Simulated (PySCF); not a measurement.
An equivalent PySCF input for Ca (calcium, neutral), [Ar] 4s2, closed-shell 1S, with scalar relativity by spin-free X2C-1e:

```python
from pyscf import gto, scf, dft, mp, cc
import basis_set_exchange as bse
mol = gto.M(atom="Ca 0 0 0", charge=0, spin=0, symmetry="D2h",
            basis=gto.basis.parse(bse.get_basis("cc-pVDZ-X2C", elements=["Ca"], fmt="nwchem", header=False)),
            nucmod="G")
mf = dft.UKS(mol, xc="M062X").sfx2c1e()
mf.irrep_nelec = {'Ag': (4, 4), 'B1u': (2, 2), 'B2u': (2, 2), 'B3u': (2, 2)}
mf.kernel()
```

It reaches the same state as the run whose output follows, with an energy that differs only through the grid. The run itself started from symmetry-adapted Hartree-Fock orbitals and held the occupation by maximum overlap, on a logarithmic radial grid, so the iterations belong to that start.

```
SCF conv_tol = 1e-09
number electrons alpha = 10  beta = 10
XC functionals = M062X
    Y. Zhao and D. G. Truhlar.,  Theor. Chem. Acc. 120, 215 (2008)
    Y. Zhao and D. G. Truhlar.,  Theor. Chem. Acc. 120, 215 (2008)
cycle= 1 E= -680.474334593905  delta_E= -0.0018  |g|= 0.00306  |ddm|= 0.796
cycle= 2 E= -680.474367927929  delta_E= -3.33e-05  |g|= 0.000459  |ddm|= 0.12
cycle= 3 E= -680.474368767279  delta_E= -8.39e-07  |g|= 1.43e-05  |ddm|= 0.0224
cycle= 4 E= -680.474368767676  delta_E= -3.97e-10  |g|= 6.25e-07  |ddm|= 0.000449
converged SCF energy = -680.474368767676  <S^2> = -1.0658141e-14  2S+1 = 1
```
